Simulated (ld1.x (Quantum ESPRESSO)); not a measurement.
Al: excitation energies, all-electron against TM

- Element: aluminium
- Generator: ld1.x (Quantum ESPRESSO) 7.5
- Type: norm-conserving Troullier–Martins (Kleinman–Bylander form)
- Functional: PBE
- Relativity: scalar-relativistic
- Frozen core: [Ne]
- Valence charge: 3
- Reference configuration: 3s1 3p2
- Partial waves: 3p (bound): rc 2.25 bohr; 3s (bound): rc 1.60 bohr
- Local potential: the s channel
- Core correction: a·sin(br)/r model core inside 0.95 bohr

Energies are relative to the spin-unpolarised reference configuration 3s1 3p2; without spin polarisation the order of configurations can differ from experiment.

(1) Give the all-electron excitation energy and the error of the potential for: 3s2 3p1; 3s2 3p0; 3s1 3p0; 3s2 3p0.5; 3s2 3p1.3; 3s0 3p3; 3s1 3p1.

## Answers

(1)

```csv
valence configuration,charge,ΔE all-electron (eV),error AE − PS (meV)
3s2 3p1,0,-5.139,-1.8
3s2 3p0,+1,0.622,-4.2
3s1 3p0,+2,19.847,+12
3s2 3p0.5,+0.5,-3.054,-3.5
3s2 3p1.3,-0.3,-5.714,-0.7
3s0 3p3,0,5.311,-2.1
3s1 3p1,+1,6.432,+2.7
```
